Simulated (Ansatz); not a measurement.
def2 core potentials replace the inner electrons of Sn. The geometry has C3v symmetry (within 0.05 Å) and had no frequency check at the DFT level, so a distortion to lower symmetry isn't ruled out.

Species: CCl3F3Sn, SMILES `[Sn]([C](F)(F)F)([Cl])([Cl])[Cl]` with one electron added (charge -1, multiplicity 2), formula CCl3F3Sn.

Q: How many basis functions does frozen-core CCSD(T)/def2-TZVPP // PBE0-D3(BJ)/def2-SVP run with Ansatz (an electronic-structure program) use, how many core orbitals are frozen, and how many electrons are correlated?

A: 300 basis functions and 23 frozen orbitals, which leaves 61 correlated electrons (filled d shells below the valence shell are correlated). Core time is of the order of hours.
